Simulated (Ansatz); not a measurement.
CH$_{5}$BOSe (`CB(O)[SeH]`). Total charge 0; spin multiplicity 1.

```xyz
9

C    -1.0191    0.6323    0.1209
B     0.2885   -0.2254   -0.0092
O     1.3672    0.1744   -0.7317
Se    0.3962   -1.9510    0.9005
H    -0.7902    1.6083    0.5636
H    -1.7944    0.1667    0.7303
H    -1.4466    0.8269   -0.8693
H     1.2419    1.0308   -1.1502
H     1.7566   -2.2631    0.4451
```

(1) What are the harmonic wavenumbers in cm⁻¹ at PBE0-D4/def2-TZVP (Ansatz, finite differences of forces, unscaled)? (An estimate is asked.)

(2) Is this a minimum?

(3) Give the ideal-gas thermochemistry at 298.15 K and 1 bar (rigid rotor, harmonic oscillator; point group Cs, symmetry number 1).

(4) And at 400, 500, 600, 800 and 1000 K?

(5) Rotational constants (cm⁻¹)?

Results:

(1) The calculation gave: 44, 230, 309, 338, 434, 519, 547, 702, 871, 872, 927, 1178, 1315, 1382, 1455, 1461, 2448, 3035, 3097, 3141, 3860.

(2) Yes, all 21 modes are real.

(3) Zero-point energy 168.5 kJ/mol; H(298) − E = 186.7 kJ/mol; entropy 330.8 J/(mol·K), of which translation 168.9, rotation 110.0, vibration 52.0; G(298) − E = 88.0 kJ/mol. Modes under 100 cm⁻¹ are hindered rotations or soft bends, so the harmonic entropy is rough.

(4) 
| T (K) | H − E (kJ/mol) | S (J/mol/K) | G − E (kJ/mol) |
| --- | --- | --- | --- |
| 400 | 196.8 | 360.0 | 52.8 |
| 500 | 208.3 | 385.5 | 15.5 |
| 600 | 220.9 | 408.5 | -24.2 |
| 800 | 249.0 | 448.8 | -110.1 |
| 1000 | 279.9 | 483.2 | -203.3 |

(5) 0.2829, 0.09121, 0.06987.
